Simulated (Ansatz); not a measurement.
CH$_{6}$GaSi (`[CH3][Ga][SiH3]`) radical. The species carries charge 0 and has multiplicity 2.

```json
{"atom": "C1", "x (Å)": "0.863", "y (Å)": "-0.600", "z (Å)": "-1.695"}
{"atom": "Ga2", "x (Å)": "-0.019", "y (Å)": "-1.108", "z (Å)": "0.017"}
{"atom": "Si3", "x (Å)": "-0.835", "y (Å)": "0.543", "z (Å)": "1.638"}
{"atom": "H4", "x (Å)": "0.175", "y (Å)": "0.020", "z (Å)": "-2.277"}
{"atom": "H5", "x (Å)": "1.158", "y (Å)": "-1.462", "z (Å)": "-2.292"}
{"atom": "H6", "x (Å)": "1.748", "y (Å)": "0.002", "z (Å)": "-1.472"}
{"atom": "H7", "x (Å)": "-2.290", "y (Å)": "0.309", "z (Å)": "1.863"}
{"atom": "H8", "x (Å)": "-0.658", "y (Å)": "1.983", "z (Å)": "1.280"}
{"atom": "H9", "x (Å)": "-0.142", "y (Å)": "0.312", "z (Å)": "2.938"}
```

(1) What are the harmonic wavenumbers in cm⁻¹ at PBE0-D4/def2-TZVP (Ansatz, finite differences of forces, unscaled)? (An estimate is asked.)

(2) Is this a minimum?

(3) Give the ideal-gas thermochemistry at 298.15 K and 1 bar (rigid rotor, harmonic oscillator; point group Cs, symmetry number 1).

(4) Rotational constants (cm⁻¹)?

Results:

(1) Ansatz gave: 31, 65, 103, 290, 399, 437, 538, 576, 710, 848, 930, 935, 1188, 1428, 1442, 2177, 2200, 2205, 3037, 3118, 3157.

(2) Yes, all 21 modes are real.

(3) Zero-point energy 154.4 kJ/mol; H(298) − E = 175.1 kJ/mol; entropy 359.6 J/(mol·K), of which translation 168.1, rotation 108.0, vibration 77.7, electronic 5.8; G(298) − E = 67.9 kJ/mol. Modes under 100 cm⁻¹ are hindered rotations or soft bends, so the harmonic entropy is rough.

(4) 0.4715, 0.08409, 0.07418.
